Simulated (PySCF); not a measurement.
An unknown is described by computed data only.

Formula: C8H9FO.

- UV, first state: lowest singlet excitation: 5.17 eV (240 nm, f = 0.031) [TDDFT CAM-B3LYP/def2-SVPD]
- 13C NMR: chemical shifts (computed TMS as zero) by class: 160.0 (1 C), 151.3 (1 C), 128.3 (1 C), 124.1 (1 C), 121.9 (1 C), 114.4 (1 C), 61.7 (1 C), 13.6 (1 C) ppm [GIAO PBE0/pcSseg-1]
- Polarisability: 98.2 au [CAM-B3LYP/def2-SVPD]
- UV, strongest line: among the 10 lowest singlet transitions: S5 at 6.84 eV (181 nm, f = 0.549) [TDDFT CAM-B3LYP/def2-SVPD]
- Triplet: lowest triplet excitation (Tamm–Dancoff): 3.98 eV [TDA CAM-B3LYP/def2-SVPD]
- Valence photoelectron: vertical ionisation energy: 8.36 eV [ΔSCF CAM-B3LYP/def2-SVPD]
- Rotational structure: rotational constants A, B, C: 2.183, 1.042, 0.752 GHz [PBE0-D3(BJ)/def2-SVP]

Electronic properties: PySCF, gas phase, density fitting. Levels stand in brackets. Geometry: PBE0-D3(BJ)/def2-SVP, one conformer, isolated molecule. Each NMR value is the plain mean over a class of atoms that symmetry, rotation or inversion makes alike.

Problem. What is the compound? Reason from the data.

Solution. Numbering: `[CH3:1][CH2:2][O:3][c:4]1[cH:5][cH:6][cH:7][cH:8][c:9]1[F:10]`. Its formula, C8H9FO, gives 4 degrees of unsaturation: 1 ring and 3 π bonds in the structure found (Kekulé form). 8 carbons fall into 8 classes; from least to most shielded: aromatic C–F carbon [C9] (160.0 ppm), aromatic carbon bearing oxygen [C4] (151.3 ppm), aromatic CH carbon [C6] (128.3 ppm), aromatic CH carbon [C7] (124.1 ppm), aromatic CH carbon [C8] (121.9 ppm), aromatic CH carbon [C5] (114.4 ppm), chain sp3 carbon bound to oxygen [C2] (61.7 ppm), methyl carbon [C1] (13.6 ppm). The first electron is taken from the HOMO, whose largest Löwdin shares are 0.19 on the aryl ether oxygen, 0.18 on an aromatic CH carbon, 0.15 on the aromatic carbon bearing oxygen and 0.14 on the aromatic C–F carbon. The optimised geometry has point group C1 and is an asymmetric top. Structure: 2-fluorophenetole (`CCOc1ccccc1F`). Computed isomers that give other values at the same levels: `CC1(c2c(F)c2=O)CCC1` (13C chemical shifts (computed TMS as zero) by class: 155.7 (1 C), 154.4 (1 C), 144.4 (1 C), 34.9 (1 C), 32.8 (2 C), 24.4 (1 C), 17.6 (1 C) ppm); `OC[C@H](F)c1ccccc1` (lowest singlet excitation: 5.43 eV (228 nm, f = 0.000)); `COCc1ccc(F)cc1` (vertical ionisation energy: 9.02 eV). The assignments are read from this structure; whether some other isomer fits the data as well wasn't checked.

The values belong to the conformer `[CH3:1][CH2:2][O:3][c:4]1[cH:5][cH:6][cH:7][cH:8][c:9]1[F:10]`: C1–C2–O3–C4 -79°, C2–O3–C4–C5 -5°.
